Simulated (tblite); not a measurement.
Compound: C₂H₆F₃PSi₂.
Atom-mapped SMILES: `[CH2:1]=[CH:2][Si@H:3]([PH2:4])[Si:5]([F:6])([F:7])[F:8]` (hydrogens: H9, H10 on C1; H11 on C2; H12 on Si3; H13, H14 on P4)

Computed geometry: GFN2-xTB, gas phase.

Question: Give the optimised bond lengths and angles.

Answer: 
```
                  bond  length (bohr)   order
                 C1=C2          2.504  double
                C2–Si3          3.566  single
                Si3–P4          4.262  single
               Si3–Si5          4.328  single
Si5–F6, Si5–F7, Si5–F8          3.008  single
                 C1–H9          2.038  single
                C1–H10          2.039  single
                C2–H11          2.048  single
               Si3–H12          2.791  single
        P4–H13, P4–H14          2.623  single
```

Bonds in one row agree within 0.02 bohr and their mean is given. Orders are formal, as drawn. A selection of angles:
```
     angle  degrees
 C1–C2–Si3    125.9
 C2–Si3–P4    106.3
C2–Si3–Si5    111.0
P4–Si3–Si5    115.5
Si3–Si5–F6    117.9
Si3–Si5–F8    114.2
 F6–Si5–F7    101.9
```

Dihedral angles: C1–C2–Si3–P4 122° (anticlinal); C2–Si3–Si5–F6 43° (synclinal).

P4 (three-coordinate phosphorus) is pyramidal (angles 95.4°, 95.1° and 92.2°, sum 282.7°, 0.84 Å off the plane of its three neighbours). Si3 (SiH silicon) is distorted tetrahedral (angles from 105.6° to 115.5°). All 3 F–Si bonds measure 1.590 to 1.593 Å. Si5 (fluorine-bound silicon) is distorted tetrahedral (angles from 101.4° to 117.9°). Of the pairs four or more bonds apart, Si5···H9 is among the closest relative to their van der Waals radii: 3.09 Å, 94 % of the sum of Bondi's values.

Point group: C1 (no symmetry element, even within 0.4 Å). Its lowest GFN2-xTB frequency is 8 cm⁻¹, too small to tell a flat minimum from a shallow saddle. One conformer, not necessarily the lowest (C1–C2–Si3–P4 122°, C2–Si3–P4–H -170° and -77°). 3 starts were optimised and ended at 0.00, 0.78 and 0.82 kcal/mol (GFN2-xTB); the lowest of these is shown.

Time: 1.4 s. Hardware: an Intel Xeon at 2.70 GHz with one thread, shared host with 64 logical CPUs at a one-minute load of 63. This is the geometry optimisation.
